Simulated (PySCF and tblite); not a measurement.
Results of a calculation; reference values are marked as such.
¹⁹F shifts (ppm against CFCl3, high frequency positive) of molecules with one F atom, averaged over conformers at 298.15 K: GIAO PBE0/pcSseg-1 on GFN2-xTB geometries, unscaled (PySCF, tblite).

Order them from the most to the least shielded.
A. CSc1cc(F)on1 (F bonded to C that bears C, F, O)
B. C=C(SC)C(=O)/C=C\F (F bonded to C that bears C, F, H)
C. F[C@H]1C[C@@H]2O[C@@H]2C1 (F bonded to C that bears C, C, F, H)
D. CC(C)c1ccc(O)c(F)c1 (F bonded to C that bears C, C, F)
E. C=C1C(F)=CC=C1C(=O)OC (F bonded to C that bears C, C, F)

C (-216 ppm), D (-161 ppm), E (-133 ppm), A (-108 ppm), B (-86 ppm).

Absolute values at such a level can be off by tens of ppm, and so can differences between unlike surroundings.

For scale, the study of F[C@H]1C[C@@H]2O[C@@H]2C1 took 44 s on 1 thread of Arm Neoverse V1, shared host (rough), launched as `OMP_NUM_THREADS=1 python ens_run.py task.json out`.
